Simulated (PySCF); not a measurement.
## Ionisation energy of Ru+ by level of theory

Ru+ [Kr] 4d7 (4F) → Ru(2+) [Kr] 4d6 (5D), as a difference of total energies. Computed with PySCF 2.14 in aug-cc-pVDZ-PP with ECP28MDF (5s5p4d2f, 54 functions), with a scalar-relativistic core potential. Correlated levels: valence: 4s2 4p6 frozen. The calculations carry no spin-orbit coupling.

| method | ionisation energy (eV) |
| --- | --- |
| UHF | 14.910 |
| TPSS | 16.844 |
| MN15 | 16.768 |
| MP2 (valence) | 16.145 |
| SCS-MP2 (valence) | 16.229 |

Question: How much does correlation contribute at MP2 (valence)?

Answer: 16.145 − (14.910) = 1.235 eV, measured against UHF.

The reference lies between the lowest fine-structure levels, while these numbers refer to the centres of the terms.

Errors of the correlated levels include the incompleteness of this basis and the frozen core.

For comparison: 16.76 ± 0.06 eV (semi-empirical (NIST evaluation); NIST Atomic Spectra Database, ionization energies).
